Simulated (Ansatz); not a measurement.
Cu(NH3)F (CuNFH3), relaxed as a singlet with RKS PBE-D4/def2-TZVP in Ansatz, starting from the GFN2-xTB geometry. Force threshold 0.02 eV/Å.

The relaxation made no stability test and no search for a lower SCF solution.

Start:

```xyz
6

Cu    0.061    0.361   -1.085
N    -0.037   -0.229    0.713
H     0.822    0.022    1.193
H    -0.153   -1.239    0.714
H    -0.831    0.214    1.165
F     0.138    0.871   -2.701
```

(1) Estimate the energy that the relaxation releases and the steps that it takes.

(2) Does the start keep its bonding?

(3) Predict the relaxed structure.

## Answers

(1) 7.2 kJ/mol, in 5 steps; 3.8 s on 4 threads of Arm Neoverse V1 on a shared host. No frequencies were taken in this run, so the end may be a saddle point.

(2) By distances, no bond broke or formed. The bond that changes most is Cu1–F6, from 1.70 to 1.77 Å (atoms count from 1).

(3) 
```xyz
6

Cu    0.058    0.360   -1.105
N    -0.037   -0.229    0.704
H     0.815    0.010    1.223
H    -0.155   -1.246    0.763
H    -0.826    0.199    1.198
F     0.145    0.906   -2.782
```
Bond lengths: 1 × Cu–N 1.91 Å; 1 × Cu–F 1.77 Å; 3 × H–N 1.03 Å.
